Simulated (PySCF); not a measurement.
C3H9BS.
Geometry (PBE0-D3(BJ)/def2-SVP, Å), atoms numbered from 1 in this order:
```
atom  x, y, z in Å
C1    -1.497   -1.018    0.111
B2    -0.323    0.019    0.270
C3    -0.583    1.555    0.425
C4     1.155   -0.551    0.234
S5     2.380    0.538    1.016
H6    -1.405   -1.508   -0.876
H7    -2.505   -0.584    0.177
H8    -1.410   -1.835    0.847
H9    -1.561    1.887    0.048
H10   -0.585    1.745    1.518
H11    0.220    2.189    0.020
H12    1.371   -0.635   -0.850
H13    1.213   -1.571    0.645
H14    3.482   -0.187    0.726
```

Level of theory: PBE0-D3(BJ)/def2-SVP geometry optimisation, gas phase in PySCF.

Masses are those of the commonest isotopes; rigid-rotor values at the optimised geometry. The values belong to one conformer with, in the numbering `[CH3:1][B:2]([CH3:3])[CH2:4][SH:5]`, C1–B2–C4–S5 -158°, B2–C4–S5–H -176°.

**Question.** What are A, B and C (cm⁻¹)?

**Answer.** Ia = 73.87, Ib = 238.54, Ic = 298.78 u·Å²; 505379 MHz·u·Å²/I gives 6841, 2119 and 1691 MHz, that is A = 0.22820, B = 0.07067, C = 0.05642 cm⁻¹.

**Question.** What kind of rotor is it?

**Answer.** An asymmetric top: κ = (2 × 2119 − 6841 − 1691)/(6841 − 1691) = -0.83.

**Question.** What does the inertial defect say?

**Answer.** Not planar: Δ = Ic − Ia − Ib = -13.64 u·Å². For a rigid frame Δ = −2 Σ m c², so Σ m c² = 6.82 u·Å² lies off the ab plane: 5.15 from hydrogen and 1.67 from heavier atoms. The atom farthest from that plane is 1.34 Å away.

**Question.** Give the other two planar moments, Paa and Pbb, and the rms extents of the mass along the axes.

**Answer.** Paa = Σ m a² = (Ib + Ic − Ia)/2 = 231.72 and Pbb = Σ m b² = (Ia + Ic − Ib)/2 = 67.05 u·Å². With the mass M = 88.05 u, the rms extents √(P/M) along a, b and c are 1.62, 0.87, 0.28 Å.

**Question.** List the rotational levels J(Ka,Kc) to J = 4 (K).

**Answer.** Above 0(0,0), as E/k:
J = 1: 1(0,1) 0.183, 1(1,1) 0.410, 1(1,0) 0.430
J = 2: 2(0,2) 0.547, 2(1,2) 0.755, 2(1,1) 0.816, 2(2,1) 1.496, 2(2,0) 1.497
J = 3: 3(0,3) 1.091, 3(1,3) 1.272, 3(1,2) 1.395, 3(2,2) 2.045, 3(2,1) 2.051, 3(3,1) 3.230, 3(3,0) 3.230
J = 4: 4(0,4) 1.809, 4(1,4) 1.960, 4(1,3) 2.164, 4(2,3) 2.775, 4(2,2) 2.795, 4(3,2) 3.964, 4(3,1) 3.964, 4(4,1) 5.620, 4(4,0) 5.620
Those of J = 1 are B + C, A + C and A + B.

**Question.** Which types of transition are allowed, and where do some lines up to J = 5 fall?

**Answer.** The dipole components are |μa| = 0.86 D, |μb| = 1.23 D, |μc| = 0.54 D. Intensities carry the squares of the components, which stand as 0.49 : 1.00 : 0.19 (a : b : c). Some lines, for components of 0.1 D or more:

```tsv
type	branch	J(Ka,Kc)	MHz	lower level (cm⁻¹)
a	Q	1(1,0) ← 1(1,1)	427	0.285
b	R	2(0,2) ← 1(1,1)	2870	0.285
c	Q	2(1,2) ← 2(0,2)	4323	0.380
b	Q	1(1,0) ← 1(0,1)	5150	0.127
a	R	2(1,1) ← 1(1,0)	8047	0.299
c	R	1(1,0) ← 0(0,0)	8960	0.000
a	R	3(0,3) ← 2(0,2)	11320	0.380
b	Q	4(2,2) ← 4(1,3)	13136	1.504
b	Q	3(2,1) ← 3(1,2)	13683	0.969
b	R	3(1,3) ← 2(0,2)	15096	0.380
b	R	5(0,5) ← 4(1,4)	15390	1.362
b	Q	4(2,3) ← 4(1,4)	16991	1.362
a	R	5(2,4) ← 4(2,3)	18989	1.929
a	R	5(4,2) ← 4(4,1)	19112	3.906
a	R	5(4,1) ← 4(4,0)	19112	3.906
a	R	5(2,3) ← 4(2,2)	19510	1.942
b	R	2(2,1) ← 1(1,0)	22215	0.299
b	Q	5(3,2) ← 5(2,3)	24019	2.593
c	Q	4(3,2) ← 4(2,2)	24364	1.942
c	R	3(2,2) ← 2(1,2)	26879	0.525
b	R	4(2,3) ← 3(1,2)	28764	0.969
b	R	5(2,4) ← 4(1,3)	31717	1.504
b	Q	5(4,1) ← 5(3,2)	34452	3.394
c	R	5(2,4) ← 4(1,4)	35980	1.362
b	R	3(3,0) ← 2(2,1)	36129	1.040
b	R	4(3,2) ← 3(2,1)	39852	1.426
b	R	5(3,2) ← 4(2,3)	43937	1.929
c	R	4(4,1) ← 3(3,1)	49798	2.245
```

**Question.** Estimate the classical rotational partition function at 25 K, 100 K and 200 K.

**Answer.** Point group C1, symmetry number σ = 1; q = (√π/σ)·√((kT/h)³/(ABC)), k/h = 20836.6 MHz/K: 4260 at 25 K, 34000 at 100 K, 96300 at 200 K.

No PBE0-D3(BJ)/def2-SVP frequencies stand behind this structure, so it isn't proved a minimum. No vibrational averaging or centrifugal distortion is included, and the geometry carries the error of its method. A rigid rotor knows nothing of internal rotation, which can split or shift real lines. Quadrupole hyperfine structure (11B) is left out.

Hardware: one thread of an Arm Neoverse V2, on a shared host. Cost: 40 s of wall time, 0.50 GiB resident at most. This is the geometry optimisation.
